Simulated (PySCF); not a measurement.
# Dipole response of Ta²⁺ (tantalum, charge +2)

[Xe] 4f14 5d3, high-spin 4F determinant. Calculation: PySCF 2.14, in x2c-TZVPPall with one added diffuse shell each of s, p, d, f type (12s8p8d4f1g, 113 functions); the spin-free X2C one-electron Hamiltonian (Gaussian nucleus). Coupled (time-dependent) response in atomic units; α is the mean over directions.

```json
{"method": "PBE0", "mean α (bohr³)": "14.52", "C₆ (like pair)": "82.29", "S(−4)": "123.3"}
```

S(−4) is the Cauchy moment in α(ω) = α(0) + S(−4) ω² + …

Spin-orbit coupling is absent.

α(iu) at PBE0:

| u (hartree) | α(iu) (bohr³) |
| --- | --- |
| 0 | 14.52 |
| 0.0500 | 14.22 |
| 0.100 | 13.44 |
| 0.200 | 11.38 |
| 0.300 | 9.544 |
| 0.500 | 7.072 |
| 0.750 | 5.237 |
| 1.00 | 4.070 |
| 1.50 | 2.675 |
| 2.00 | 1.885 |
| 3.00 | 1.067 |
| 5.00 | 0.4648 |

For an ion, C₆ is the dispersion term alone; charge-induced terms of lower order in 1/R come first.

Spin-orbit coupling, absent here, splits the open shell strongly.
